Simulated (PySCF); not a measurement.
Two species compared at the same levels of theory.

First species: C₅H₁₁NO₃S.
SMILES: `CC(=O)NCCS(C)(=O)=O`

Second species: C₂H₁₂OSSi₄.
Geometry (GFN2-xTB, Å), atoms numbered from 1 in this order:
```xyz
20
C2H12OSSi4 angstrom
O     -0.6800   -1.8272   -0.9868
C     -1.4844   -1.1287   -0.3948
Si    -3.0040   -1.9504    0.4578
Si    -1.1790    0.7823   -0.3527
C      0.6943    1.0081   -0.5130
Si     1.3686    2.7684   -0.7565
S      1.4219    0.3609    1.0682
Si     2.5283   -1.3302    0.3559
H     -2.8221   -1.7860    1.8979
H     -3.0567   -3.3565    0.0749
H     -4.1759   -1.2087   -0.0071
H     -1.8833    1.3569   -1.5032
H     -1.6795    1.3034    0.9157
H      1.0626    0.3609   -1.3081
H      0.9328    3.5940    0.3647
H      2.8293    2.7043   -0.8161
H      0.8335    3.2783   -2.0215
H      1.6144   -2.3754   -0.0720
H      3.3569   -0.8475   -0.7465
H      3.3171   -1.6961    1.5209
```

Levels: PBE0/pcSseg-1 for dipole moment, HOMO energy, LUMO energy and HOMO–LUMO gap; GFN2-xTB for rotational constant A and rotational constant C. Geometries: GFN2-xTB. All species are isolated and taken at one optimised geometry, non-relativistic unless stated. Electronic properties by PySCF.

The conformers computed, where there is a choice (atom-mapped SMILES and torsion angles):
- `[CH3:1][C:2](=[O:3])[NH:4][CH2:5][CH2:6][S:7]([CH3:8])(=[O:9])=[O:10]`: C1–C2–N4–C5 174°, C2–N4–C5–C6 -105°, N4–C5–C6–S7 -64°, C5–C6–S7–C8 -75°
- `[O:1]=[C:2]([SiH3:3])[SiH2:4][C@@H:5]([SiH3:6])[S:7][SiH3:8]`: O1–C2–Si4–C5 -27°, C2–Si4–C5–Si6 172°, Si4–C5–S7–Si8 115°

```tsv
property	column X	column Y
dipole moment	1.05 D	4.00 D
HOMO energy	-6.48 eV	-7.34 eV
LUMO energy	-1.83 eV	0.59 eV
HOMO–LUMO gap	4.65 eV	7.93 eV
rotational constant A	1.074 GHz	2.479 GHz
rotational constant C	0.402 GHz	0.555 GHz
```

**Question.** Which column belongs to which species?

**Answer.** Column X is the second species and column Y the first. The first has 21 atoms and 88 electrons, the second 20 and 104.

**Question.** How does each property change from the first species to the second?

**Answer.** dipole moment -2.95 D; HOMO energy +0.86 eV; LUMO energy -2.42 eV; HOMO–LUMO gap -3.28 eV; rotational constant A -1.405 GHz; rotational constant C -0.153 GHz.

On the first: A dipole of 4.00 D is allowed in C1, and pure rotational transitions are dipole-allowed. The dipole equals about 13.3 × 10⁻³⁰ C·m (1 D = 3.33564 × 10⁻³⁰ C·m).

On the second: The dipole equals about 3.5 × 10⁻³⁰ C·m (1 D = 3.33564 × 10⁻³⁰ C·m). A dipole of 1.05 D is allowed in C1, and pure rotational transitions are dipole-allowed.
